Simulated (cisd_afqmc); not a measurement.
Input (AFQMC/CISD/def2-SVP; cisd_afqmc is a phaseless AFQMC code with CISD trial states that reads the integrals written by Ansatz):

Ansatz 0.2 input:
```python
import cisd_afqmc

open("ham.yaml", "w").write("""\
crystal:
  periodic: [false, false, false]
  atoms:
    - {symbol: Cd, position_ang: [-0.00000000, -0.00000000, -0.59277623]}
    - {symbol: Cl, position_ang: [0.00000000, 0.00000000, 1.67372111]}
basis:
  gaussian:
    orbitals: def2-SVP
total_charge: 1
magnetization: {spin_polarized: false}
correlation: {method: ccsd, electrons: outside_noble_gas, hamiltonian_folder: ham}
""")
rep = cisd_afqmc.ansatz("ham.yaml")
e_ccsd = rep["correlation"]["coupled_cluster"]["energy"]["hartree"]
out = cisd_afqmc.run("ham", e_ccsd, trial="CISD", walkers=200, populations=8, threads=8, dt=0.005, steps=40, early=36, settle=10, least=32,
    cut=5e-5, rank_cut=2e-4, target=0.0004, seconds=1500, seed=1, memory=17280, gpu=False)
```

Output:

```
orbitals 40, occupied [9], factors 252 of 486, rank of the doubles 150 of 279
E(HF) = -625.928722
E(CCSD) on the cut factors = -626.316491, shift to the whole factors 0.000010
Energy of the trial state on the determinant = -626.316466
  tau behind 10.8 of longer steps, mean of the populations' last blocks
   2.0  -626.32675
   4.0  -626.32608
   6.0  -626.32597
   8.0  -626.32607
blocks 358 (0 outliers left out), error by blocks joined: 1: 0.00016, 2: 0.00019, 4: 0.00024, 8: 0.00028, 16: 0.00039
E(AFQMC/CISD) = -626.32572 +/- 0.00039
```

The error still grows at the longest joins of blocks, or few joins were possible, so the printed bar may be too narrow.
